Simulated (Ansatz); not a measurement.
Start from `[SiH3][CH](S)[GaH2]` and change one atom or group to get `[SiH3][CH2][GaH2]`.

Ansatz, PBE0-D4/def2-TZVP geometries, multiplicity 1. Each molecule was computed in one conformer, which needn't be the lowest. `[SiH3][CH](S)[GaH2]` holds a close contact that its SMILES doesn't draw: Ga···S 2.58 Å.

Scalar relativity is left out up to krypton.

| property | `[SiH3][CH](S)[GaH2]` |
| --- | --- |
| LUMO energy (PBE/def2-TZVPP) / eV | -1.49 |
| HOMO–LUMO gap (B3LYP/def2-TZVPP) / eV | 5.81 |
| HOMO energy (ωB97M-V/def2-TZVPP) / eV | -9.09 |
| HOMO–LUMO gap (PBE/def2-TZVPP) / eV | 4.42 |
| size of the dipole moment (B3LYP/def2-TZVPP) / D | 1.46 |
| HOMO–LUMO gap (PBE0/def2-TZVPP) / eV | 6.26 |

Q: What does the change do to each property? (An estimate is asked.)

A: Ansatz gave: 
```csv
property,`[SiH3][CH2][GaH2]`,shift
LUMO energy (PBE/def2-TZVPP) / eV,-2.39,-0.90
HOMO–LUMO gap (B3LYP/def2-TZVPP) / eV,5.94,0.13
HOMO energy (ωB97M-V/def2-TZVPP) / eV,-10.17,-1.08
HOMO–LUMO gap (PBE/def2-TZVPP) / eV,4.45,0.03
size of the dipole moment (B3LYP/def2-TZVPP) / D,0.97,-0.49
HOMO–LUMO gap (PBE0/def2-TZVPP) / eV,6.43,0.17
```

With PBE0 the HOMO falls by 1.04 eV and the LUMO falls by 0.85 eV, so the gap widens by about 0.19 eV. PBE moves the HOMO by -0.93 eV and ωB97M-V by -1.08 eV. The zero-point energy changes by -1.7 kJ/mol with -3 modes. Dipoles are sizes alone; their direction can turn.

Positive LUMOs are unbound, so they and the gaps depend on the basis.

B3LYP here is the variant with VWN-RPA as its local correlation; programs differ in this.
